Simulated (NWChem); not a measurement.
System: C₂H₅FGe; SMILES [C](F)(=C)[GeH3]

Here is an NWChem input.

```
start job
memory heap 200 mb stack 900 mb global 1100 mb
geometry units angstroms noautosym nocenter noautoz
  C     -1.176184    -1.750652     0.000280
  C     -0.071536    -1.007715    -0.000953
  F      1.133999    -1.600699    -0.000025
  Ge     0.024074     0.944749    -0.003526
  H     -2.157738    -1.275019    -0.000539
  H     -1.118608    -2.843065     0.002011
  H     -1.409003     1.496197    -0.008865
  H      0.786016     1.412146    -1.253464
  H      0.777336     1.416091     1.250247
end
basis spherical
  * library def2-svp
end
dft
  xc b3lyp
  iterations 150
end
property
  efieldgrad
end
task dft property
```

Excerpt of the output:

```
             Northwest Computational Chemistry Package (NWChem) 7.3.0
             --------------------------------------------------------

                             Geometry "geometry" -> ""
                             -------------------------

 Output coordinates in angstroms (scale by  1.889725989 to convert to a.u.)

  No.       Tag          Charge          X              Y              Z
 ---- ---------------- ---------- -------------- -------------- --------------
    1 C                    6.0000    -1.17618400    -1.75065200     0.00028000
    2 C                    6.0000    -0.07153600    -1.00771500    -0.00095300
    3 F                    9.0000     1.13399900    -1.60069900    -0.00002500
    4 Ge                  32.0000     0.02407400     0.94474900    -0.00352600
    5 H                    1.0000    -2.15773800    -1.27501900    -0.00053900
    6 H                    1.0000    -1.11860800    -2.84306500     0.00201100
    7 H                    1.0000    -1.40900300     1.49619700    -0.00886500
    8 H                    1.0000     0.78601600     1.41214600    -1.25346400
    9 H                    1.0000     0.77733600     1.41609100     1.25024700

 Effective nuclear repulsion energy (a.u.)     255.8345491491

                              NWChem Property Module
                              ----------------------

  itol2e modified to match energy
  convergence criterion.

                                 NWChem DFT Module
                                 -----------------

 Summary of "ao basis" -> "ao basis" (spherical)
 ------------------------------------------------------------------------------
       Tag                 Description            Shells   Functions and Types
 ---------------- ------------------------------  ------  ---------------------
 C                          def2-svp                 6       14   3s2p1d
 F                          def2-svp                 6       14   3s2p1d
 Ge                         def2-svp                12       32   5s4p3d
 H                          def2-svp                 3        5   2s1p

  itol2e modified to match energy
  convergence criterion.

            General Information
            -------------------
          SCF calculation type: DFT
          Wavefunction type:  closed shell.
          No. of atoms     :     9
          No. of electrons :    58
           Alpha electrons :    29
            Beta electrons :    29
          Charge           :     0
          Spin multiplicity:     1
          Use of symmetry is: off; symmetry adaption is: off
          Maximum number of iterations: 150
          AO basis - number of functions:    99
                     number of shells:    45
          Convergence on energy requested:  1.00D-07
          Convergence on density requested:  1.00D-05
          Convergence on gradient requested:  5.00D-04

              XC Information
              --------------
                         B3LYP Method XC Potential
                     Hartree-Fock (Exact) Exchange  0.200
                        Slater Exchange Functional  0.800 local
                    Becke 1988 Exchange Functional  0.720 non-local
              Lee-Yang-Parr Correlation Functional  0.810
                  VWN I RPA Correlation Functional  0.190 local

             Grid Information
             ----------------
          Grid used for XC integration:  fine
          Radial quadrature: Mura-Knowles
          Angular quadrature: Lebedev.
          Tag              B.-S. Rad. Rad. Pts. Rad. Cut. Ang. Pts.
          ---              ---------- --------- --------- ---------
          C                   0.70       70          11.0       590
          F                   0.50       70          11.0       590
          Ge                  1.25      140          11.0       974
          H                   0.35       60          12.0       590
          Grid pruning is: on
          Number of quadrature shells:   650
          Spatial weights used:  Erf1

[...]

          -----------------------
          Electric field gradient
          -----------------------

 1 a.u. = 0.324123 10**(16) esu/cm**3  ( or statvolts/cm**2 ) = 0.97174 10**(22) v/m**2

 ------------------------------------------------------------
   Atom      X         Y         Z
 ------------------------------------------------------------
    1 C   -2.22267  -3.30825   0.00053
 ------------------------------------------------------------

 Electric field gradient in molecular frame (a.u.)
         XX             YY             ZZ             XY             XZ             YZ
 ------------------------------------------------------------------------------------------
        0.107954       0.063420      -0.171374       0.025363       0.000022      -0.000381

 Principal components (a.u.) and orientation
 of principal axis w.r.t. absolute frame                      Asymmetry parameter eta
 --------------------------------------------------------------------------------------
       -0.171375       0.119438       0.051937                       0.393879

       -0.000228       0.910972      -0.412469
        0.001647       0.412468       0.910970
        0.999999      -0.000472      -0.001594

 ------------------------------------------------------------
   Atom      X         Y         Z
 ------------------------------------------------------------
    2 C   -0.13518  -1.90431  -0.00180
 ------------------------------------------------------------

 Electric field gradient in molecular frame (a.u.)
         XX             YY             ZZ             XY             XZ             YZ
 ------------------------------------------------------------------------------------------
       -0.161014       0.226385      -0.065371       0.352581      -0.000553      -0.000462

 Principal components (a.u.) and orientation
 of principal axis w.r.t. absolute frame                      Asymmetry parameter eta
 --------------------------------------------------------------------------------------
        0.434970      -0.369599      -0.065371                       0.699422

        0.509166       0.860668       0.000012
        0.860667      -0.509166       0.001571
       -0.001358       0.000789       0.999999

 ------------------------------------------------------------
   Atom      X         Y         Z
 ------------------------------------------------------------
    3 F    2.14295  -3.02488  -0.00005
 ------------------------------------------------------------

 Electric field gradient in molecular frame (a.u.)
         XX             YY             ZZ             XY             XZ             YZ
 ------------------------------------------------------------------------------------------
       -1.805804       0.705796       1.100008       1.667017      -0.002610       0.000453

 Principal components (a.u.) and orientation
 of principal axis w.r.t. absolute frame                      Asymmetry parameter eta
 --------------------------------------------------------------------------------------
       -2.637104       1.537096       1.100008                       0.165745

        0.894901       0.446264       0.000168
       -0.446264       0.894899       0.001858
        0.000679      -0.001738       0.999998

 ------------------------------------------------------------
   Atom      X         Y         Z
 ------------------------------------------------------------
    4 Ge   0.04549   1.78532  -0.00666
 ------------------------------------------------------------

 Electric field gradient in molecular frame (a.u.)
         XX             YY             ZZ             XY             XZ             YZ
 ------------------------------------------------------------------------------------------
        0.146460      -0.358644       0.212183       0.070051      -0.000368       0.001468

 Principal components (a.u.) and orientation
 of principal axis w.r.t. absolute frame                      Asymmetry parameter eta
 --------------------------------------------------------------------------------------
       -0.368183       0.212187       0.155995                       0.152621

       -0.134874      -0.003283       0.990857
        0.990859       0.002170       0.134881
       -0.002593       0.999992       0.002960

 ------------------------------------------------------------
   Atom      X         Y         Z
 ------------------------------------------------------------
    5 H   -4.07753  -2.40944  -0.00102
 ------------------------------------------------------------

 Electric field gradient in molecular frame (a.u.)
         XX             YY             ZZ             XY             XZ             YZ
 ------------------------------------------------------------------------------------------
       -0.227218       0.058768       0.168449       0.181026      -0.000313       0.000184

 Principal components (a.u.) and orientation
 of principal axis w.r.t. absolute frame                      Asymmetry parameter eta
 --------------------------------------------------------------------------------------
       -0.314914       0.168449       0.146465                       0.069812

        0.899958      -0.000094       0.435976
       -0.435975       0.001523       0.899957
        0.000749       0.999999      -0.001329

 ------------------------------------------------------------
   Atom      X         Y         Z
 ------------------------------------------------------------
    6 H   -2.11386  -5.37261   0.00380
 ------------------------------------------------------------

 Electric field gradient in molecular frame (a.u.)
         XX             YY             ZZ             XY             XZ             YZ
 ------------------------------------------------------------------------------------------
        0.145827      -0.309494       0.163667       0.022774      -0.000034       0.000751

[...]
```

Level: B3LYP/def2-SVP. Structure relaxed at the PBE0/def2-SVP level. NWChem prints the field gradient with the sign opposite to the second derivative of the potential.
